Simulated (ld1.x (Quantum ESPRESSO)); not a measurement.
## As, TM: configuration errors across variants

```
Element                 : arsenic
Generator               : ld1.x (Quantum ESPRESSO) 7.5
Type                    : norm-conserving Troullier–Martins (Kleinman–Bylander form)
Functional              : PBE
Relativity              : scalar-relativistic
Frozen core             : [Ar] 3d10
Valence charge          : 5
Reference configuration : 4s2 4p3
Partial waves           : 4s (bound): rc 1.15 bohr; 4p (bound): rc 1.70 bohr
Local potential         : all-electron potential smoothed inside 1.15 bohr (lloc = -1)
Core correction         : none
```

All-electron excitation energies from the reference (eV): (1) 4s2 4p2 9.149; (2) 4s2 4p1 27.067; (3) 4s2 4p0 54.770; (4) 4s1 4p4 9.417; (5) 4s2 4p2.5 3.555; (6) 4s1 4p0 105.417; (7) 4s2 4p3.3 -1.234.

A true bound ghost makes a file unfit for plane-wave use even where its test errors are small: the radial tests pick states by their node count and pass the ghost by.

Errors AE − PS in meV (a dash: test not solved or not reliable):

```csv
change,(1),(2),(3),(4),(5),(6),(7),bound ghosts
base,-5.1,-34,-101,+19,-1.1,-5.4,+0.1,s
local potential all-electron potential smoothed inside 0.66 bohr (lloc = -1),-3.5,-14,-6.9,+18,-1.0,+120,+0.1,"s, p, d"
local potential all-electron potential smoothed inside 1.02 bohr (lloc = -1),-3.0,-20,-60,+20,-0.7,+45,+0.2,s
local potential all-electron potential smoothed inside 1.38 bohr (lloc = -1),+5.3,+52,+255,+19,+0.6,+741,+0.4,none
local potential all-electron potential smoothed inside 1.62 bohr (lloc = -1),-0.7,+2.6,+46,+19,-0.4,+207,+0.2,none
local potential all-electron potential smoothed inside 1.90 bohr (lloc = -1),-1.6,-4.2,+21,+19,-0.6,+161,+0.2,none
```

Task: Give the same row for: local potential all-electron potential smoothed inside 1.16 bohr (lloc = -1).

Result: -6.0, -39, -120, +19, -1.3, -26, +0.1; bound ghosts: s.
